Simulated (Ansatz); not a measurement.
`F[Si](F)(F)BCl` + NH₃ → `NBCl` + `F[SiH](F)F` at 700 K and 1 bar (cleavage of the B–Si bond).

Program: Ansatz. Geometries: PBE0-D4/def2-TZVP. ΔE: electronic, gas phase. CBS: MP2 limit from def2 TZ/QZ plus the TZ coupled-cluster correction, frozen cores. This one scheme is used for every species. Each species was taken in one conformer, which may not be the lowest.

| species | CCSD(T)/CBS energy (Eh) | H − E (kJ/mol) | S (J/(mol·K)) |
| --- | --- | --- | --- |
| `F[Si](F)(F)BCl` | -1073.86290 | 132.3 | 471.1 |
| NH₃ | -56.50880 | 116.9 | 226.5 |
| `NBCl` | -541.16722 | 152.0 | 331.8 |
| `F[SiH](F)F` | -589.26725 | 92.9 | 344.3 |

H − E and S are ideal-gas, rigid-rotor, harmonic terms from PBE0-D4/def2-TZVP, for one conformer and one mirror image of each species. 1 Eh = 2625.50 kJ/mol, R = 8.31446 J/(mol·K).

Problem. By hand: ΔE, ΔH, ΔS and ΔG.

Solution. ΔE = (-541.16722) + (-589.26725) − (-1073.86290) − (-56.50880) = -0.06277 Eh = -164.8 kJ/mol. Δ(H − E) = 152.0 + 92.9 − 132.3 − 116.9 = -4.3, so ΔH = -169.1 kJ/mol. ΔS = 331.8 + 344.3 − 471.1 − 226.5 = -21.5 J/(mol·K). ΔG = -169.1 − 700 × (-21.5)/1000 = -154.0 kJ/mol.

Problem. By hand: the equilibrium constant, and the temperature at which ΔG would vanish if ΔH and ΔS stayed fixed.

Solution. log₁₀ K = −ΔG/(RT ln 10) = 11.5. ΔG = 0 at ΔH/ΔS = 7865 K, far beyond where these terms or the molecules hold.

ΔH outweighs TΔS. A doubt of 5 kJ/mol in ΔE shifts log₁₀ K by 0.4 here. Other conformers and mirror images would add mixing entropy, several J/(mol·K) or more a flexible species. Modes under 60 cm⁻¹, often nearly free rotors, make the harmonic entropy too high. These are equilibria of isolated gas molecules and say nothing of rates. Largest T1 diagnostic: 0.013 (customary marks: 0.02 for closed shells, 0.045 for open ones).
